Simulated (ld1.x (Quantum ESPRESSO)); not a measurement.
**Cutoff test, bismuth (Bi), TM**

```
Element                 : bismuth (Bi)
Generator               : ld1.x (Quantum ESPRESSO) 7.5
Type                    : norm-conserving Troullier–Martins (Kleinman–Bylander form)
Functional              : PBE
Relativity              : fully relativistic
Frozen core             : [Xe] 4f14
Valence charge          : 15
Reference configuration : 5d10 6s2 6p3
Partial waves           : 6s (bound): rc 1.45 bohr; 6p (bound): rc 2.45 bohr; 5d (bound): rc 1.35 bohr
Local potential         : all-electron potential smoothed inside 2.25 bohr (lloc = -1)
Core correction         : none
```

Open shells are filled in proportion to 2j + 1 (rel_dist='average').

The pseudo-atom Hamiltonian at the reference potential is diagonalised in spherical Bessel functions j_l(qr) that vanish at 20 bohr, with q² up to the cutoff. All-electron valence levels (Ry): 6s -1.0581, 6p1/2 -0.4401, 6p3/2 -0.2989, 5d3/2 -2.1122, 5d5/2 -1.8920.

Question: How do the lowest levels (Ry) of each channel move with the cutoff, and are there ghosts?

Answer:

```json
{"cutoff (Ry)": "8", "s #1": "-0.9111", "p1/2 #1": "-0.4290", "p1/2 #2": "0.0149", "p3/2 #1": "-0.2934", "d3/2 #1": "-0.2064", "d3/2 #2": "0.0587", "d5/2 #1": "-0.2082", "f #1": "0.1062", "f #2": "0.2247", "Σ f·Δε (mRy)": "18042.6"}
{"cutoff (Ry)": "12", "s #1": "-0.9401", "p1/2 #1": "-0.4372", "p1/2 #2": "0.0145", "p3/2 #1": "-0.2981", "d3/2 #1": "-0.5762", "d3/2 #2": "0.0536", "d5/2 #1": "-0.5717", "f #1": "0.1061", "f #2": "0.2246", "Σ f·Δε (mRy)": "14307.0"}
{"cutoff (Ry)": "21", "s #1": "-0.9685", "p1/2 #1": "-0.4396", "p1/2 #2": "0.0144", "p3/2 #1": "-0.2987", "d3/2 #1": "-1.4454", "d3/2 #2": "0.0493", "d5/2 #1": "-1.3699", "f #1": "0.1061", "f #2": "0.2246", "Σ f·Δε (mRy)": "5980.7"}
{"cutoff (Ry)": "30", "s #1": "-1.0291", "p1/2 #1": "-0.4400", "p1/2 #2": "0.0143", "p3/2 #1": "-0.2989", "d3/2 #1": "-1.8850", "d3/2 #2": "0.0480", "d5/2 #1": "-1.7329", "f #1": "0.1061", "f #2": "0.2246", "Σ f·Δε (mRy)": "1921.6"}
{"cutoff (Ry)": "40", "s #1": "-1.0524", "p1/2 #1": "-0.4401", "p1/2 #2": "0.0143", "p3/2 #1": "-0.2989", "d3/2 #1": "-2.0801", "d3/2 #2": "0.0475", "d5/2 #1": "-1.8740", "f #1": "0.1061", "f #2": "0.2246", "Σ f·Δε (mRy)": "248.1"}
{"cutoff (Ry)": "50", "s #1": "-1.0530", "p1/2 #1": "-0.4401", "p1/2 #2": "0.0143", "p3/2 #1": "-0.2989", "d3/2 #1": "-2.1091", "d3/2 #2": "0.0474", "d5/2 #1": "-1.8903", "f #1": "0.1061", "f #2": "0.2246", "Σ f·Δε (mRy)": "33.2"}
{"cutoff (Ry)": "70", "s #1": "-1.0548", "p1/2 #1": "-0.4401", "p1/2 #2": "0.0143", "p3/2 #1": "-0.2989", "d3/2 #1": "-2.1114", "d3/2 #2": "0.0474", "d5/2 #1": "-1.8912", "f #1": "0.1061", "f #2": "0.2246", "Σ f·Δε (mRy)": "15.2"}
{"cutoff (Ry)": "90", "s #1": "-1.0556", "p1/2 #1": "-0.4401", "p1/2 #2": "0.0143", "p3/2 #1": "-0.2989", "d3/2 #1": "-2.1120", "d3/2 #2": "0.0474", "d5/2 #1": "-1.8919", "f #1": "0.1061", "f #2": "0.2246", "Σ f·Δε (mRy)": "6.8"}
{"cutoff (Ry)": "110", "s #1": "-1.0570", "p1/2 #1": "-0.4401", "p1/2 #2": "0.0143", "p3/2 #1": "-0.2989", "d3/2 #1": "-2.1122", "d3/2 #2": "0.0474", "d5/2 #1": "-1.8921", "f #1": "0.1061", "f #2": "0.2246", "Σ f·Δε (mRy)": "2.3"}
{"cutoff (Ry)": "160", "s #1": "-1.0577", "p1/2 #1": "-0.4401", "p1/2 #2": "0.0143", "p3/2 #1": "-0.2989", "d3/2 #1": "-2.1122", "d3/2 #2": "0.0474", "d5/2 #1": "-1.8921", "f #1": "0.1061", "f #2": "0.2246", "Σ f·Δε (mRy)": "0.7"}
{"cutoff (Ry)": "200", "s #1": "-1.0579", "p1/2 #1": "-0.4401", "p1/2 #2": "0.0143", "p3/2 #1": "-0.2989", "d3/2 #1": "-2.1122", "d3/2 #2": "0.0474", "d5/2 #1": "-1.8921", "f #1": "0.1061", "f #2": "0.2246", "Σ f·Δε (mRy)": "0.3"}
{"cutoff (Ry)": "400", "s #1": "-1.0581", "p1/2 #1": "-0.4401", "p1/2 #2": "0.0143", "p3/2 #1": "-0.2989", "d3/2 #1": "-2.1122", "d3/2 #2": "0.0474", "d5/2 #1": "-1.8921", "f #1": "0.1061", "f #2": "0.2246", "Σ f·Δε (mRy)": "0.0"}
```

Result: no extra level below or beside the all-electron valence levels (s, p1/2, p3/2, d3/2, d5/2, f tested); 10 mRy is reached at 90 Ry and 1 mRy at 160 Ry.
